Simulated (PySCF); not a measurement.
**A survey of ²⁹Si NMR shifts**

- NMR shieldings at PBE0/pcSseg-1/GIAO
- GFN2-xTB geometry
- run in PySCF
- a single conformation, fast rotation and ring inversion assumed for equivalent nuclei, gas phase, no relativistic terms

Shieldings were converted by a linear fit to measured shifts: ²⁹Si (scatter 8.9 ppm rms, 25.8 ppm with the 6 outliers that the fit left out vs TMS, solution or neat liquid). Occasional misses reach two or three times the rms, and more in compound classes unlike the fitted ones.

Q: Give the ²⁹Si shifts of `CC(C)O[Si](O)(O)C#C[SiH3]`, `C#CCn1cpc([SiH3])c1C`, `N[SiH]1[SiH2][SiH2][SiH2]1`, `N[SiH]1[SiH2][SiH2][SiH2]1`, `CC(=O)c1n[nH]nc1[SiH3]`, `[SiH3]CC1=C(C2CC2)[SiH2]C1`, `[SiH3]N=P12C=CC(C=C1)C=C2`.

A: 
```tsv
compound	environment	δ (ppm)
[CH3:1][CH:2]([CH3:3])[O:4][Si:5]([OH:6])([OH:7])[C:8]#[C:9][SiH3:10]	Si5: silicon bonded to C, 3 O	-73.6
[CH3:1][CH:2]([CH3:3])[O:4][Si:5]([OH:6])([OH:7])[C:8]#[C:9][SiH3:10]	Si10: silicon bonded to C, 3 H	-89.0
C#CCn1cpc([SiH3])c1C	silicon bonded to C, 3 H	-74.3
[NH2:1][SiH:2]1[SiH2:3][SiH2:4][SiH2:5]1	Si2: silicon bonded to N, 2 Si, H, in a 4-membered ring	-14.3
[NH2:1][SiH:2]1[SiH2:3][SiH2:4][SiH2:5]1	Si3/5: silicon bonded to 2 Si, 2 H, in a 4-membered ring (×2)	-77.3
[NH2:1][SiH:2]1[SiH2:3][SiH2:4][SiH2:5]1	Si4: silicon bonded to 2 Si, 2 H, in a 4-membered ring	-100.6
[NH2:1][SiH:2]1[SiH2:3][SiH2:4][SiH2:5]1	Si2: silicon bonded to N, 2 Si, H, in a 4-membered ring	-14.3
[NH2:1][SiH:2]1[SiH2:3][SiH2:4][SiH2:5]1	Si3/5: silicon bonded to 2 Si, 2 H, in a 4-membered ring (×2)	-77.3
[NH2:1][SiH:2]1[SiH2:3][SiH2:4][SiH2:5]1	Si4: silicon bonded to 2 Si, 2 H, in a 4-membered ring	-100.6
CC(=O)c1n[nH]nc1[SiH3]	silicon bonded to C, 3 H	-75.8
[SiH3:1][CH2:2][C:3]1=[C:4]([CH:5]2[CH2:6][CH2:7]2)[SiH2:8][CH2:9]1	Si8: silicon bonded to 2 C, 2 H, in a 4-membered ring	-54.9
[SiH3:1][CH2:2][C:3]1=[C:4]([CH:5]2[CH2:6][CH2:7]2)[SiH2:8][CH2:9]1	Si1: silicon bonded to C, 3 H	-69.3
[SiH3]N=P12C=CC(C=C1)C=C2	silicon bonded to N, 3 H	-61.0
```
